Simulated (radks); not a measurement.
Results of a calculation; reference values are marked as such.
Ionisation of Sb, [Kr] 4d10 5s2 5p3, to Sb+, [Kr] 4d10 5s2 5p2, under several functionals. Scalar-relativistic Kohn-Sham, spin-polarised, spherical densities, finite nucleus; open shells are filled with parallel spins first (spin-orbit coupling, left out, can overturn this in heavy ions); a radial shooting solver on a logarithmic mesh with Libxc functionals.

| functional | E(Sb) (hartree) | Exc (hartree) | IE (eV) | -e(HOMO) (eV) | <r> HOMO (bohr) | IE error (eV) |
|---|---|---|---|---|---|---|
| AM05 | -6476.07318 | -164.87901 | 8.941 | 5.430 | 2.866 | +0.332 |
| B86b exchange with PBE correlation | -6482.04983 | -170.90173 | 8.980 | 5.477 | 2.876 | +0.372 |
| RPBE | -6481.65800 | -170.51005 | 8.945 | 5.449 | 2.877 | +0.337 |
| LDA (Slater exchange, Perdew-Wang correlation) | -6475.82886 | -164.62562 | 9.044 | 5.520 | 2.869 | +0.436 |

NIST Atomic Spectra Database: 8.608 eV (measured). Closest: AM05. The Delta-SCF values span 0.10 eV, the total energies 6.22 hartree. The highest occupied level is 5p. Open shells are spherical and high-spin; term and fine-structure splittings are not resolved. Spin-orbit splitting is averaged out at the scalar-relativistic level.
